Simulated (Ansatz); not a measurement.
Z-matrix (Å, degrees):
```
Si
H 1 1.4849
C 1 1.9243 2 107.48
O 3 1.2051 1 121.92 2 145.09
H 3 1.1134 4 119.00 1 -178.70
Si 1 2.3350 2 112.32 3 118.79
H 6 1.4772 1 109.85 2 174.59
H 6 1.4781 7 109.78 1 -121.36
H 6 1.4804 7 108.88 8 -119.31
Si 1 2.3404 2 108.56 3 -115.77
H 10 1.4786 1 109.59 2 179.67
H 10 1.4794 11 109.13 1 -120.22
H 10 1.4800 11 109.05 12 -118.89
```
Charge 0, multiplicity 1.

Calculation: frozen-core CCSD(T)/cc-pVTZ // CAM-B3LYP-D3(BJ)/def2-TZVP run with Ansatz (an electronic-structure program).

| Item | Value |
|---|---|
| HF energy | -984.23692 Ha |
| MP2 correlation energy | -0.76249 Ha |

**Question.** Estimate the CCSD correlation energy, the (T) correction, the total energy and the T1 diagnostic.

**Answer.** 
```yaml
CCSD correlation energy: -0.83059 Ha
"(T) correction": -0.03402 Ha
CCSD(T) total energy: -985.10153 Ha
T1 diagnostic: 0.016
```
